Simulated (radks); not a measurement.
Initial-state core-level shifts of the tantalum ion Ta3+ when its valence configuration changes from [Xe] 4f14 5d2. All-electron calculation, Dirac Kohn-Sham, BLYP, spin-unpolarised, spherical densities, finite nucleus; open shells are shared between the two j in proportion to 2j + 1; Fermi nuclear charge, rms radius 5.3507 fm. Program: a radial shooting solver on a logarithmic mesh with Libxc functionals. Shifts are changes of the shell-averaged eigenvalues in eV (positive: less bound); the change of the density at the nucleus, which sets a Mossbauer isomer shift, is in e/bohr^3, on a base of 1.313e+06.

| valence | 3s | 3d | 5s | 5p | density at nucleus |
|---|---|---|---|---|---|
| 4f13 5d2 6p1 | -16.497 | -16.372 | -9.321 | -8.068 | +88.5 |
| 4f14 5d1 6s1 | -3.381 | -3.401 | -3.252 | -3.019 | +131.5 |
| 4f13 5d3 | -11.576 | -11.430 | -4.639 | -3.661 | +74.2 |
| 4f12 5d3 6s1 | -27.720 | -27.434 | -12.665 | -10.456 | +300.0 |
| 4f14 6s2 | -6.964 | -7.008 | -6.648 | -6.156 | +279.1 |
| 4f13.5 5d2 6p0.5 | -8.072 | -8.011 | -4.630 | -4.010 | +42.9 |
| 4f14 5d1 6p1 | -4.756 | -4.777 | -4.598 | -4.324 | +13.3 |
| 4f13 5d2 6s1 | -15.134 | -15.009 | -7.993 | -6.776 | +212.7 |
| 4f12 5d2 6s2 | -31.634 | -31.375 | -16.236 | -13.763 | +462.6 |
